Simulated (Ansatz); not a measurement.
The cluster Ge4H6. Total charge 0; singlet. Geometry PBE-D4/def2-SVP, basis def2-TZVP, Ansatz.

Cartesian coordinates in Å:
```
Ge 0.465 0.907 -2.300
Ge -1.724 -1.165 1.412
Ge 0.966 -1.356 1.879
Ge 0.010 -0.004 -0.087
H -0.714 1.954 -2.029
H 1.348 -1.508 0.253
H -1.767 0.457 1.105
H 1.340 0.235 1.646
H 1.626 1.777 -1.624
H -1.549 -1.297 -0.255
```

```
run  HOMO (eV)  LUMO (eV)
  A      -5.89      -3.32
  B      -7.55      -1.78
  C      -5.65      -3.29
  D      -6.48      -2.70
  E      -8.71      -0.94
```

LC-ωPBE has ω = 0.4 bohr⁻¹. Another isomer (singlet) lies 2.12 eV lower at PBE0-D4/def2-TZVP; other spin states weren't run for this one.

Task: The runs used CAM-B3LYP, LC-ωPBE, PBE, PBE0, r2SCAN. Estimate which is which.

Result: A r2SCAN (0 % exact exchange); B CAM-B3LYP (range-separated); C PBE (0 % exact exchange); D PBE0 (25 % exact exchange); E LC-ωPBE (range-separated). Exact exchange lowers occupied and raises empty levels; among semilocal functionals meta-GGAs tend to open the gap a little, and such runs are hard to tell apart. The gap grows from 2.36 eV (PBE) to 7.77 eV (LC-ωPBE).
